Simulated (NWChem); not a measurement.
# MgIBr; SMILES [Br][Mg][I]

Computed with NWChem. This build's default masses of Se (78.918 u) and Br (79.917 u) are each other's, which moves their modes by up to 0.6 %. def2 effective core potentials on I; no spin-orbit coupling. Each level has its own optimisation; frequencies are unscaled.

```csv
level,r Br–Mg (Å),r I–Mg (Å),highest harmonic frequency (cm⁻¹),lowest (cm⁻¹),zero-point energy (kcal/mol)
"LDA (Slater exchange, VWN5)/def2-SVP (core potentials)",2.323,2.529,500,101,1.2
"Hartree-Fock/STO-3G (all-electron, non-relativistic)",2.202,2.435,696,100,1.6
BLYP/def2-SVP (core potentials),2.362,2.570,477,100,1.2
PBE0/def2-SVP (core potentials),2.343,2.547,494,99,1.1
```
